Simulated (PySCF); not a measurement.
A structure optimised at PBE-D3(BJ)/def2-SVP, used in a PySCF frequency run:

```xyz
8

C      1.5273     0.1908    -0.5664
Se    -0.0120    -0.2036     0.3932
C     -1.3317     0.5063    -0.8696
H      2.4814    -0.1222    -0.1199
H      1.5061     0.9591    -1.3529
H     -1.1588     1.5878    -1.0270
H     -1.2628    -0.0386    -1.8296
H     -2.3313     0.3530    -0.4222
```
Charge 0, spin multiplicity 2.

Task: Write its SMILES and formula.

Result: [CH2][Se]C, C₂H₅Se

Task: What are its rotational constants (standard atomic weights)?

Result: 12.943, 7.2185, 4.7886 GHz
